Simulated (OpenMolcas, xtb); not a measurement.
## GeClF (SMILES [F][Ge][Cl]): methods side by side

GeClF has 3 atoms, charge 0, and is taken as a singlet. SMILES: `[F][Ge][Cl]`. The shape is that of a PBE0-D4/def2-TZVP optimisation.

| atom | x (Å) | y (Å) | z (Å) |
| --- | --- | --- | --- |
| F | 0.1104 | 1.4187 | 0.2062 |
| Ge | -0.7628 | 0.0356 | -0.4103 |
| Cl | 0.6416 | -1.5191 | 0.1910 |

Each level gives the vertical energy of the triplet above the singlet (eV). The values are calculated.

| level | kind | program | value (eV) | CPU time (all runs) |
| --- | --- | --- | --- | --- |
| GFN0-xTB | semi-empirical | xtb | 3.31 | under 2 s |
| HF/def2-TZVP | Hartree–Fock | OpenMolcas | 2.44 | 62 s |
| SVWN5/def2-TZVP | LDA | OpenMolcas | 3.36 | 87 s |
| BLYP/def2-TZVP | GGA | OpenMolcas | 3.33 | 1.9 min |
| PBE/def2-TZVP | GGA | OpenMolcas | 3.18 | 1.8 min |
| M06-L/def2-TZVP | meta-GGA | OpenMolcas | 3.41 | 2.3 min |
| PBE0/def2-TZVP | global hybrid | OpenMolcas | 3.10 | 1.7 min |

All-electron rows without a relativistic Hamiltonian named are non-relativistic. The values span 2.44 to 3.41 eV. The xTB rows lack spin polarisation, so open shells miss the exchange term that lowers them. CPU times are rough (shared hosts, several kinds of processor): they show what a rung costs within a factor of a few.
